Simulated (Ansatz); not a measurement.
`Cl[Si](Cl)(Cl)Cc1ccc(-c2cnc(-c3ccccc3)nc2)cc1`. Charge 0, multiplicity 1. Geometry PBE-D4/def2-SVP.

```tsv
atom	x (Å)	y (Å)	z (Å)
Cl1	-3.962	-4.826	2.219
Si2	-5.352	-3.809	1.073
Cl3	-7.047	-4.982	0.890
Cl4	-5.852	-2.054	2.045
C5	-4.649	-3.434	-0.632
C6	-3.437	-2.542	-0.563
C7	-2.150	-3.084	-0.364
C8	-1.030	-2.253	-0.252
C9	-1.155	-0.847	-0.328
C10	0.028	0.027	-0.214
C11	1.126	-0.276	0.624
N12	2.205	0.499	0.724
C13	2.227	1.632	-0.013
C14	3.427	2.497	0.088
C15	4.485	2.150	0.957
C16	5.619	2.966	1.048
C17	5.711	4.135	0.274
C18	4.662	4.486	-0.593
C19	3.525	3.674	-0.687
N20	1.231	2.029	-0.836
C21	0.163	1.237	-0.931
C22	-2.448	-0.308	-0.520
C23	-3.566	-1.140	-0.630
H24	-5.472	-2.971	-1.216
H25	-4.420	-4.415	-1.101
H26	-2.023	-4.176	-0.301
H27	-0.035	-2.706	-0.130
H28	1.106	-1.183	1.257
H29	4.390	1.230	1.552
H30	6.439	2.689	1.728
H31	6.605	4.775	0.345
H32	4.732	5.401	-1.202
H33	2.692	3.927	-1.358
H34	-0.629	1.558	-1.633
H35	-2.583	0.784	-0.556
H36	-4.563	-0.692	-0.763
```

Single mean-field runs in def2-SVP, def2-TZVP are fitted with def2-universal-jkfit. The restricted singlet is unstable towards broken spin symmetry in Hartree–Fock (as tested in another run); at HF/STO-3G this wasn't settled.

(1) Estimate the orbital energies around the gap (eV) in Ansatz with HF/STO-3G, PBE-D4/def2-SVP, PBE-D4/def2-TZVP, r2SCAN-D4/def2-TZVP, PBE0-D4/def2-SVP.

Results:

(1) 
```tsv
orbital	HF/STO-3G	PBE-D4/def2-SVP	PBE-D4/def2-TZVP	r2SCAN-D4/def2-TZVP	PBE0-D4/def2-SVP
HOMO−9	-11.32	-7.99	-8.13	-8.45	-9.49
HOMO−8	-11.11	-7.99	-8.04	-8.28	-9.23
HOMO−7	-10.66	-7.70	-7.86	-8.25	-9.19
HOMO−6	-9.72	-7.58	-7.63	-7.87	-8.84
HOMO−5	-9.65	-7.09	-7.26	-7.66	-8.77
HOMO−4	-8.79	-6.67	-6.73	-6.92	-7.74
HOMO−3	-8.28	-6.46	-6.52	-6.71	-7.52
HOMO−2	-7.77	-6.22	-6.30	-6.48	-7.24
HOMO−1	-7.54	-5.72	-5.80	-6.06	-7.19
HOMO	-6.45	-5.57	-5.67	-5.84	-6.56
LUMO	4.40	-2.63	-2.71	-2.60	-1.91
LUMO+1	5.84	-2.17	-2.29	-2.16	-1.27
LUMO+2	6.19	-1.57	-1.70	-1.54	-0.71
LUMO+3	6.59	-1.53	-1.69	-1.49	-0.68
LUMO+4	6.62	-1.00	-1.18	-0.95	-0.06
LUMO+5	7.36	-0.83	-1.14	-0.83	0.15
```
